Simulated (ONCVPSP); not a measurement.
## Logarithmic derivatives: In (Z = 49), ONCV

```json
{"Element": "In (Z = 49)", "Generator": "ONCVPSP 4.0.1", "Type": "optimised norm-conserving Vanderbilt (ONCV)", "Functional": "PBEsol", "Relativity": "scalar-relativistic", "Frozen core": "[Kr]", "Valence charge": "13", "Reference configuration": "4d10 5s2 5p1", "Partial waves": "5s: rc 2.00 bohr, ncon 5, nbas 9, qcut 2.7 1/bohr, 2 projectors, debl 1.1 Ha; 5p: rc 2.95 bohr, ncon 4, nbas 7, qcut 2.9 1/bohr, 2 projectors, debl 3.6 Ha; 4d: rc 1.80 bohr, ncon 4, nbas 9, qcut 9.6 1/bohr, 1 projector", "Local potential": "polynomial inside 1.40 bohr (lpopt 5, dvloc0 2 Ha)", "Core correction": "Teter function fitted to the true core (icmod 2), fcfact 0.25"}
```

The phase is arctan(r·R′/R) of the radial function R(r), unwrapped; energies in Ha, scanned from -2 to 5 Ha. A pole is an energy at which the radial function vanishes at the test radius. The pseudo phase is shifted by a multiple of π to meet the all-electron one at the reference energy, and phase errors are pseudo minus all-electron; the curves can meet again beyond the range given. Levels narrower than the energy grid can be missing from the lists of poles.

```json
{"channel": "s", "radius (bohr)": "2.04", "reference energy (Ha)": "-0.30", "poles, all-electron": "2.00", "poles, pseudo": "2.02", "unbroken range about the reference energy with phases within 0.05 rad": "below 4.6", "phase error 1 Ha above the reference energy (rad)": "+0.000"}
{"channel": "p", "radius (bohr)": "3.00", "reference energy (Ha)": "-0.09", "poles, all-electron": "0.61, 3.71", "poles, pseudo": "0.59, 3.69, 3.92", "unbroken range about the reference energy with phases within 0.05 rad": "below 1.3", "phase error 1 Ha above the reference energy (rad)": "-0.012"}
{"channel": "d", "radius (bohr)": "1.83", "reference energy (Ha)": "-0.68", "poles, all-electron": "-0.27", "poles, pseudo": "-0.27", "unbroken range about the reference energy with phases within 0.05 rad": "below 1.2", "phase error 1 Ha above the reference energy (rad)": "+0.008"}
```

Note: no bound ghost flagged; GHOST(+) flagged for s at 3.4 eV, p at 104.2 eV.

Phases in the d channel:

| E (Ha) | all-electron | pseudo |
| --- | --- | --- |
| -1.98 | 1.092 | 1.095 |
| -1.62 | 0.929 | 0.933 |
| -1.26 | 0.458 | 0.466 |
| -0.90 | -0.794 | -0.792 |
| -0.54 | -1.401 | -1.400 |
| -0.18 | -1.611 | -1.608 |
| 0.18 | -1.734 | -1.728 |
| 0.54 | -1.841 | -1.829 |
| 0.90 | -1.964 | -1.940 |
| 1.26 | -2.143 | -2.092 |
| 1.62 | -2.459 | -2.342 |
| 1.98 | -3.042 | -2.796 |
| 2.34 | -3.706 | -3.443 |
| 2.70 | -4.101 | -3.934 |
| 3.06 | -4.305 | -4.201 |
| 3.42 | -4.424 | -4.350 |
| 3.78 | -4.500 | -4.444 |
| 4.14 | -4.555 | -4.508 |
| 4.50 | -4.597 | -4.555 |
| 4.86 | -4.630 | -4.591 |
